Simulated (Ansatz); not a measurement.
H2MoO2S2, SMILES `[OH][Mo]([OH])(=[S])=[S]`. Total charge 0; spin multiplicity 1. Correlated methods include outer-core shells of Mo, which these sets cover unevenly. Mo: def2 effective core potential.

```json
{"atom": "O1", "x (Å)": "0.495", "y (Å)": "1.248", "z (Å)": "1.050"}
{"atom": "Mo2", "x (Å)": "0.222", "y (Å)": "-0.160", "z (Å)": "-0.135"}
{"atom": "O3", "x (Å)": "-1.597", "y (Å)": "-0.456", "z (Å)": "-0.382"}
{"atom": "S4", "x (Å)": "1.123", "y (Å)": "0.329", "z (Å)": "-1.967"}
{"atom": "S5", "x (Å)": "1.084", "y (Å)": "-1.915", "z (Å)": "0.629"}
{"atom": "H6", "x (Å)": "0.722", "y (Å)": "1.083", "z (Å)": "1.970"}
{"atom": "H7", "x (Å)": "-2.049", "y (Å)": "-0.130", "z (Å)": "-1.166"}
```

Task: Give the diagnostics of a CCSD(T)/def2-TZVPP run (frozen core, Ansatz 0.2.0). (Best estimate.)

Result: The calculation gave: T1 = 0.0252, largest single amplitude 0.068, largest double 0.063, (T) share of the correlation energy 6.3 %, 14 CCSD cycles. The RHF solution is unstable towards an unrestricted one. T1 lies over the customary mark of 0.02 for closed shells; compounds of d metals often pass it without a breakdown.
